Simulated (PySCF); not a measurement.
# `InChI=1S/C9H14/c1-9-7-5-3-2-4-6-8-9/h2-3,8H,4-7H2,1H3/b3-2-,9-8-`

Geometry:
| atom | x (Å) | y (Å) | z (Å) |
| --- | --- | --- | --- |
| C1 | 2.755 | -0.183 | -0.819 |
| C2 | 1.469 | 0.095 | -0.102 |
| C3 | 0.878 | 1.298 | -0.163 |
| C4 | -0.438 | 1.676 | 0.454 |
| C5 | -1.672 | 1.112 | -0.294 |
| C6 | -2.252 | -0.142 | 0.303 |
| C7 | -1.678 | -1.349 | 0.368 |
| C8 | -0.315 | -1.733 | -0.139 |
| C9 | 0.860 | -1.077 | 0.629 |
| H10 | 3.538 | -0.511 | -0.114 |
| H11 | 2.630 | -1.004 | -1.547 |
| H12 | 3.126 | 0.700 | -1.360 |
| H13 | 1.377 | 2.075 | -0.755 |
| H14 | -0.508 | 2.775 | 0.473 |
| H15 | -0.483 | 1.350 | 1.508 |
| H16 | -1.392 | 0.935 | -1.347 |
| H17 | -2.461 | 1.879 | -0.314 |
| H18 | -3.249 | -0.045 | 0.749 |
| H19 | -2.249 | -2.144 | 0.861 |
| H20 | -0.224 | -1.474 | -1.209 |
| H21 | -0.219 | -2.827 | -0.083 |
| H22 | 0.507 | -0.767 | 1.626 |
| H23 | 1.645 | -1.830 | 0.801 |

Computed with TDDFT CAM-B3LYP/def2-SVPD excited states, vertical, gas phase (PySCF 2.14.0). Geometry: PBE0-D3(BJ)/def2-SVP.

Question: Give the one- and two-photon strengths of the lowest singlets.

Answer: δ for parallel linear polarisation; σ at the peak of a Lorentzian of half width 0.1 eV, single beam; Ω is circular over linear.
| state | E (eV) | f | photon λ (nm) | δ (au) | σ (GM) | Ω | main |
| --- | --- | --- | --- | --- | --- | --- | --- |
| S1 | 6.12 | 0.003 | 405 | 6.95 | 0.10 | 0.64 | HOMO→LUMO 0.77, HOMO→LUMO+1 0.10 |
| S2 | 6.50 | 0.001 | 381 | 105 | 1.62 | 0.40 | HOMO→LUMO+1 0.72, HOMO→LUMO 0.10 |
| S3 | 6.73 | 0.064 | 369 | 34.5 | 0.57 | 0.55 | HOMO→LUMO+2 0.57, HOMO−1→LUMO 0.15 |
| S4 | 6.79 | 0.063 | 365 | 9.71 | 0.16 | 1.48 | HOMO→LUMO+3 0.36, HOMO−1→LUMO+1 0.29 |
| S5 | 7.11 | 0.454 | 349 | 1.56 | 0.03 | 1.46 | HOMO−1→LUMO 0.62, HOMO→LUMO+2 0.13 |
| S6 | 7.26 | 0.040 | 342 | 15.9 | 0.31 | 0.85 | HOMO→LUMO+4 0.66, HOMO→LUMO+3 0.09 |

Among these, the strongest one-photon state is S5, the strongest two-photon state S2, with a dipole change of 2.6 D (relaxed, norm of the difference vector).
